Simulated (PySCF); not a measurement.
Compound: C4H7FO2Si.
Atom-mapped SMILES: `[O:1]=[C:2]1[CH2:3][C@H:4]([O:5][CH2:6][F:7])[SiH2:8]1`

Cartesian coordinates in Å at the GFN2-xTB level; atoms count from 1:
```xyz
15
C4H7FO2Si angstrom
O     -2.5839    0.1771   -2.0483
C     -1.8099    0.1197   -1.1324
C     -0.2994    0.2616   -1.1526
C     -0.0430    0.3482    0.3688
O      0.8566   -0.6350    0.8827
C      2.1772   -0.4124    0.6406
F      2.5149   -0.6664   -0.6742
Si    -1.8869   -0.0647    0.8035
H      0.0542    1.1110   -1.7372
H      0.1450   -0.6410   -1.5754
H      0.3240    1.3409    0.6602
H      2.4820    0.6325    0.8246
H      2.7593   -1.1132    1.2494
H     -2.6156    0.9598    1.5460
H     -2.0790   -1.4101    1.3223
```

Definitions: NICS(0) = −σiso at the ring centroid; NICS(1) = −σiso and NICS(1)zz = −σzz at ±1 Å along the ring normal z. Level: GIAO PBE0/pcSseg-1 (PySCF, non-relativistic, gas phase) on the GFN2-xTB geometry, one conformer.

Ring bond lengths (Å), with Mayer bond orders in brackets: C2–C3 1.517 (0.93), C3–C4 1.545 (0.98), C4–Si8 1.939 (0.86), Si8–C2 1.946 (0.85).

Q: Give the NICS values of each ring in ppm.

A: 
```json
{"ring": "C2–C3–C4–Si8", "type": "4-membered ring with Si; formal bonds all single", "NICS(0)": "11.1", "NICS(1), two faces": "1.1 / -1.2", "NICS(1)zz, two faces": "5.1 / -0.8", "rms pucker (Å)": "0.05", "centre to ring atoms, mean (Å)": "1.22"}
```

Q: What do they say, and how far can they be read as aromaticity?

A: 
- C2–C3–C4–Si8: mean NICS(1)zz 2.1 ppm, near zero. C3, C4, Si8 have four or more neighbours, so the value isn't read as a sign of a π ring current. The two faces differ by 5.9 ppm, so no symmetry operation interchanges them. NICS(0) lies 11 ppm above the mean NICS(1).

Q: What are the shieldings of the ring atoms and their hydrogens in the same run (means over atoms taken as equivalent)?

A: 
| atoms | environment | σ isotropic (ppm) | principal values of the symmetric part, first atom (ppm) |
| --- | --- | --- | --- |
| C2 | carbonyl carbon | -55.0 | -141.0, -107.3, 83.2 |
| C3 | sp3 carbon next to a carbonyl | 115.5 | 82.1, 116.6, 147.8 |
| C4 | sp3 carbon bound to oxygen | 116.0 | 80.2, 91.6, 176.4 |
| Si8 | SiH2 silicon | 363.9 | 251.9, 338.8, 501.1 |
| H9 | methylene hydrogen | 27.99 | 24.6, 27.7, 31.6 |
| H10 | methylene hydrogen | 27.82 | 23.7, 29.2, 30.6 |
| H11 | methine hydrogen | 27.42 | 24.4, 26.2, 31.7 |
| H14 | Si–H hydrogen | 26.46 | 23.2, 25.0, 31.2 |
| H15 | Si–H hydrogen | 26.22 | 23.6, 24.8, 30.2 |

Time: 44 s; peak memory 0.81 GiB. Hardware: one thread, Arm Neoverse N1 (aarch64), no GPU (shared host). This is the whole shielding run at PBE0/pcSseg-1, SCF included.
